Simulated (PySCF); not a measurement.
A structure optimised at PBE-D3(BJ)/def2-SVP, used in a PySCF frequency run:

```
Si
F 1 1.6535
H 1 1.5082 2 107.50
Si 1 2.3546 3 111.27 2 120.28
H 4 1.5022 1 110.11 3 -176.20
H 4 1.5059 5 109.16 1 -122.79
H 4 1.5062 5 109.45 6 -118.85
Si 1 2.3548 3 110.78 2 -120.96
O 8 1.6921 1 102.40 3 -145.00
H 9 0.9734 8 115.98 1 178.24
H 8 1.5100 9 112.42 10 -60.28
H 8 1.5128 11 107.38 9 -123.31
```

**Question.** Write its SMILES and formula.

**Answer.** O[SiH2][Si@H](F)[SiH3], FH7OSi3

**Question.** What are its rotational constants (standard atomic weights)?

**Answer.** 2.5396, 1.6219, 1.1425 GHz
